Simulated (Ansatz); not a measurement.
Reactions of CH₄F₄MoO₂, SMILES `C[O][Mo]([OH])([F])([F])([F])[F]`.

Calculated with Ansatz (gas phase, PBE0-D4/def2-TZVP geometries, no zero-point term in ΔE). CCSD(T)/CBS adds triple-zeta CCSD(T) − MP2 to the extrapolated MP2 energy (def2 sets, frozen cores). This one scheme is used for every species. Triplets are unrestricted, without spin–orbit coupling. def2 core potentials past Kr. For Mo outer-core shells are correlated without core-valence functions, which leaves a few kJ/mol of doubt a bond. Each species was taken in one conformer, which may not be the lowest.

**Question.** Order these by ΔE at CCSD(T)/CBS, lowest first. (Best estimate.)
A. `C[O][Mo]([OH])([F])([F])([F])[F]` + CH₃OH → `[OH][Mo]([OH])([F])([F])([F])[F]` + `COC`
B. `C[O][Mo]([OH])([F])([F])([F])[F]` → `[CH2]` (triplet) + `[OH][Mo]([OH])([F])([F])([F])[F]`
C. `C[O][Mo]([OH])([F])([F])([F])[F]` + `FC1(S)CO1` → `CSC1(F)CO1` + `[OH][Mo]([OH])([F])([F])([F])[F]`
D. `C[O][Mo]([OH])([F])([F])([F])[F]` + `CB(O)S` → `CSB(C)O` + `[OH][Mo]([OH])([F])([F])([F])[F]`
E. `C[O][Mo]([OH])([F])([F])([F])[F]` + HCl → `C[O][Mo]([OH])([F])([F])([F])[Cl]` + H–F
F. `C[O][Mo]([OH])([F])([F])([F])[F]` + H₂O → `[OH][Mo]([OH])([F])([F])([F])[F]` + CH₃OH

**Answer.** C (-14.5 kJ/mol), D (-1.6 kJ/mol), E (+6.4 kJ/mol), A (+28.1 kJ/mol), F (+48.9 kJ/mol), B (+423.6 kJ/mol).

Largest T1 diagnostic: 0.025, for `[OH][Mo]([OH])([F])([F])([F])[F]`.
